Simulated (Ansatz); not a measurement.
Breaking the As1–H2 bond in AsH (multiplicity 3 held). Energies count from the point at 1.536 Å.


Restricted levels (R-, RO-) in cc, def2 and unpolarised 6-31G sets keep to the state of the molecule at rest. U- levels take the lowest unrestricted solution at each point, which mixes spins at long bonds. Active spaces are followed from rest. Full CI gives the lowest state of the spin. Curves can end on different states.

Cores are frozen in the correlated methods. Filled d and f shells under p-block atoms count as core.

Codes used: Ansatz (Gaussian basis) for Hartree–Fock, density functionals and correlated methods. Each number belongs to the level named beside it.

```tsv
level	energy at R = 6.142 Å (kcal/mol)
U-HF/cc-pVDZ	42.75
RO-MP2/cc-pVDZ	___
U-MP2/cc-pVDZ	___
RO-SCS-MP2/cc-pVDZ	42.35
U-SCS-MP2/cc-pVDZ	57.15
SC-NEVPT2 on CASSCF(6,5)/cc-pVDZ	56.80
FIC-MRCISD on CASSCF(6,5)/cc-pVDZ	58.51
FIC-MRCISD+Q on CASSCF(6,5)/cc-pVDZ	58.76
FCI/cc-pVDZ	59.33
```

Question: What belongs in the gaps?

Answer: 
- RO-MP2/cc-pVDZ, energy at R = 6.142 Å (kcal/mol): 63.94
- U-MP2/cc-pVDZ, energy at R = 6.142 Å (kcal/mol): 54.92

Doubts at one or more of the structures used: a spin-contaminated determinant (U-HF/cc-pVDZ, U-MP2/cc-pVDZ, U-SCS-MP2/cc-pVDZ); a restricted determinant that unrestricted orbitals would lower (RO-MP2/cc-pVDZ, RO-SCS-MP2/cc-pVDZ).

Ansatz is an electronic-structure program.
